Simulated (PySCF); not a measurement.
Static response to an electric field

Compound: 2-methylcyclohexanone, C7H12O.
Numbering: `[CH3:1][C@@H:2]1[CH2:3][CH2:4][CH2:5][CH2:6][C:7]1=[O:8]` (hydrogens: H9, H10, H11 on C1; H12 on C2; H13, H14 on C3; H15, H16 on C4; H17, H18 on C5; H19, H20 on C6)

Structure used (PBE0-D3(BJ)/def2-SVP), in Å, numbered top down from 1:
```xyz
20
C7H12O angstrom
C      2.340   -0.836    0.367
C      0.924   -0.550   -0.096
C      0.590    0.950   -0.128
C     -0.845    1.220   -0.560
C     -1.836    0.498    0.344
C     -1.553   -1.005    0.390
C     -0.108   -1.295    0.739
O      0.203   -2.063    1.617
H      2.542   -1.915    0.380
H      2.494   -0.466    1.391
H      3.073   -0.347   -0.292
H      0.788   -0.932   -1.127
H      1.302    1.464   -0.794
H      0.755    1.368    0.881
H     -0.985    0.883   -1.603
H     -1.045    2.303   -0.556
H     -2.872    0.675    0.014
H     -1.762    0.909    1.366
H     -1.743   -1.441   -0.608
H     -2.192   -1.532    1.112
```

Level: wB97X-D/def2-SVPD (PySCF), static field, nuclei fixed, core orbitals frozen in the response. The polarisability tensor in these axes (au):

```
x   89.56 -2.99  0.98
y   -2.99 82.89 -8.06
z    0.98 -8.06 75.50
```

Problem. Give the principal values, the mean and the anisotropy Δα = √{½[(α1 − α2)² + (α2 − α3)² + (α1 − α3)²]}.

Solution. Principal values 70.30, 85.70 and 91.96 au; mean 82.65 au = 12.25 Å³ = 13.63 × 10⁻⁴⁰ C²·m²/J; Δα = 19.31 au (23 % of the mean).

Problem. What is the dipole moment, and where does it point?

Solution. (-0.84, 2.21, -2.27) D, 3.27 D in size, pointing from the negative to the positive side. Measured along this direction, the outermost atoms are O8 at the negative end and H16 at the positive end.

Problem. What depolarisation ratio follows for Rayleigh scattering of linearly polarised light, taking the static tensor?

Solution. ρ = 3Δα²/(45ᾱ² + 4Δα²) = 1118.5/(307410 + 1491.4) = 0.00362.

Problem. Give the principal axes and the span of the nuclei along them.

Solution. Largest value along (0.79, -0.53, 0.31), where the nuclei span 5.76 Å; middle along (0.61, 0.65, -0.45), 4.95 Å; least along (0.04, 0.55, 0.84), 2.98 Å. The response follows the extents in order.

Problem. Orientational against electronic polarisability at 350 K (dilute gas, rigid molecules)?

Solution. In Gaussian units μ²/3kT = 73.90 Å³ against 12.25 Å³, a ratio of 6.03; the Debye molar polarisation (4π/3)N_A(α + μ²/3kT) is 217.3 cm³/mol, leaving out the vibrational part.

Problem. Sum over states: ᾱ = Σ f/ω², ω in Eh. What share falls to these 6 lowest TDDFT singlets (eV, f)? 4.37, 0.0001; 7.30, 0.0112; 7.76, 0.0319; 7.86, 0.0110; 7.88, 0.0040; 8.04, 0.0185.

Solution. They add up to 0.94 au, 1.1 % of the 82.65 au; the largest single term is 0.39 au, from the state at 7.76 eV. Terms in order: 0.00, 0.16, 0.39, 0.13, 0.05, 0.21 au. Higher excitations give the rest. The strengths listed sum to 0.077.

Problem. Find the Langevin capture rate constant for NH4+ (18.034 u) meeting this molecule (112.089 u), k = 2.342 × 10⁻⁹ cm³/s × √(α in Å³ / reduced mass in u).

Solution. The reduced mass is 15.53 u, so k = 2.08 × 10⁻⁹ cm³/s. The formula leaves out the permanent dipole, which adds to the capture rate.

Geometry: PBE0-D3(BJ)/def2-SVP, one conformer, isolated molecule.

These values come from a run that also computed excited states. Time: 56 s of wall time. Hardware: one thread, x86-64 server, shared host.

wB97X-D is run here without its empirical dispersion term; that term would change no orbital, density or response property at a fixed geometry.
